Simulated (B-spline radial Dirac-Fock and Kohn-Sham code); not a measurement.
Muonic isotope shifts in cerium

Calculated with a B-spline atomic structure program, using the Dirac equation of a negative muon with reduced mass in the field of a spherical finite nucleus, with the Uehling potential to all orders; nuclear polarisation, deformation, hyperfine structure, self-energy, higher-order vacuum polarisation, relativistic recoil and electron screening are left out. Nuclear charge: Fermi distribution (skin thickness 2.3 fm); radii from Angeli and Marinova (2013). Reference ¹⁴²Ce, radius 4.9063 fm: 2p3/2 → 1s1/2 4155 keV, 3d5/2 → 2p3/2 1313 keV.

| A | radius (fm) | δ⟨r²⟩ (fm²) | shift 2p3/2 → 1s (keV) | shift 3d5/2 → 2p3/2 (keV) |
| --- | --- | --- | --- | --- |
| 136 | 4.8739 | -0.317 | +17.08 | +0.56 |
| 138 | 4.8737 | -0.319 | +17.20 | +0.58 |
| 140 | 4.8771 | -0.286 | +15.42 | +0.53 |
| 144 | 4.9303 | +0.236 | -12.61 | -0.44 |
| 146 | 4.959 | +0.520 | -27.62 | -0.97 |
| 148 | 4.9893 | +0.821 | -43.38 | -1.54 |
